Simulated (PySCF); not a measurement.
Two species compared at the same levels of theory.

First species: C₆H₁₂N₂Si₂.
Geometry (GFN2-xTB, Å), atoms numbered from 1 in this order:
```xyz
22
C6H12N2Si2 angstrom
C     -4.3997    0.3686    0.8010
N     -3.2564    0.0795   -0.0285
Si    -1.6384    0.3927    0.4826
Si    -0.3297   -0.4696   -1.1972
C      1.4542   -0.2987   -0.5969
C      2.5730   -0.7036   -1.3166
C      3.8337   -0.5310   -0.7729
C      3.9409    0.0479    0.4823
C      2.7719    0.4229    1.1272
N      1.5700    0.2553    0.6081
H     -4.7040    1.4206    0.7507
H     -4.1429    0.1417    1.8331
H     -5.2491   -0.2517    0.5075
H     -3.4801    0.1849   -1.0067
H     -1.5492   -0.2854    1.7823
H     -1.3816    1.8228    0.7597
H     -0.3803    0.2095   -2.5082
H     -0.5032   -1.8884   -1.5561
H      2.4433   -1.1469   -2.2924
H      4.7173   -0.8392   -1.3152
H      4.9027    0.2053    0.9464
H      2.7971    0.8822    2.1083
```

Second species: C4H12N2Si2.
SMILES: `CN(C)[Si@@](C)([SiH3])C#N`

Levels: PBE0/pcSseg-1 for dipole moment, HOMO energy, LUMO energy and HOMO–LUMO gap; GFN2-xTB for rotational constant A and rotational constant C. Geometries: GFN2-xTB. Each structure is a single optimised conformer of the isolated species, non-relativistic unless stated; the electronic structure was computed with PySCF and density fitting.

Dipoles, sizes and rotational constants follow the conformer. The torsions of the flexible species, by atom-mapped SMILES:
- `[CH3:1][NH:2][SiH2:3][SiH2:4][c:5]1[cH:6][cH:7][cH:8][cH:9][n:10]1`: C1–N2–Si3–Si4 175°, N2–Si3–Si4–C5 -175°, Si3–Si4–C5–C6 180°
- `[CH3:1][N:2]([CH3:3])[Si@@:4]([CH3:5])([SiH3:6])[C:7]#[N:8]`: C1–N2–Si4–C5 -169°

Question: Which has the higher rotational constant A?

Answer: The first: 3.057 GHz against 1.320 GHz, a difference of 1.737 GHz.

Question: Which has the higher HOMO energy?

Answer: The first: -6.45 eV against -6.85 eV, a difference of 0.40 eV.

Question: Which has the higher rotational constant C?

Answer: The second: 0.936 GHz against 0.372 GHz, a difference of 0.564 GHz.

Question: Which has the higher LUMO energy?

Answer: The second: -0.63 eV against -0.93 eV, a difference of 0.30 eV.

Question: Which has the higher HOMO–LUMO gap?

Answer: The second: 6.22 eV against 5.52 eV, a difference of 0.70 eV.

Question: Which of the two has the higher dipole moment, and by how much?

Answer: The second: 4.10 D against 1.63 D, a difference of 2.47 D.

On the first: The dipole matches unit charges of opposite sign 0.34 Å apart (1 e·Å = 4.8032 D). A dipole of 1.63 D is allowed in C1, and pure rotational transitions are dipole-allowed.

On the second: A dipole of 4.10 D is allowed in C1, and pure rotational transitions are dipole-allowed. The dipole matches unit charges of opposite sign 0.85 Å apart (1 e·Å = 4.8032 D).
